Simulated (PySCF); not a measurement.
SiHClBr2, SMILES Cl[SiH](Br)Br.

The structure is a stationary point at B3LYP-D3(BJ)/def2-SVP.

The numbers are results of PySCF with B3LYP-D3(BJ)/def2-SVP, not measurements.

Frequencies are harmonic and unscaled.

Computed vibrational spectrum:
```json
[
 {"mode": "1", "ν (cm⁻¹)": "114", "IR (km/mol)": "0.6", "moving atoms (share of kinetic energy)": "Br 76 %, Cl 13 %, Si 10 %"},
 {"mode": "2", "ν (cm⁻¹)": "137", "IR (km/mol)": "1.2", "moving atoms (share of kinetic energy)": "Cl 59 %, Br 38 %"},
 {"mode": "3", "ν (cm⁻¹)": "196", "IR (km/mol)": "3.3", "moving atoms (share of kinetic energy)": "Cl 38 %, Br 32 %, Si 29 %"},
 {"mode": "4", "ν (cm⁻¹)": "383", "IR (km/mol)": "24.3", "moving atoms (share of kinetic energy)": "Si 62 %, Br 27 %"},
 {"mode": "5", "ν (cm⁻¹)": "477", "IR (km/mol)": "117.8", "moving atoms (share of kinetic energy)": "Si 75 %, Br 20 %"},
 {"mode": "6", "ν (cm⁻¹)": "572", "IR (km/mol)": "112.9", "moving atoms (share of kinetic energy)": "Si 57 %, Cl 38 %"},
 {"mode": "7", "ν (cm⁻¹)": "777", "IR (km/mol)": "169.8", "moving atoms (share of kinetic energy)": "H 93 %"},
 {"mode": "8", "ν (cm⁻¹)": "797", "IR (km/mol)": "132.4", "moving atoms (share of kinetic energy)": "H 92 %"},
 {"mode": "9", "ν (cm⁻¹)": "2294", "IR (km/mol)": "63.3", "moving atoms (share of kinetic energy)": "H 97 %"}
]
```
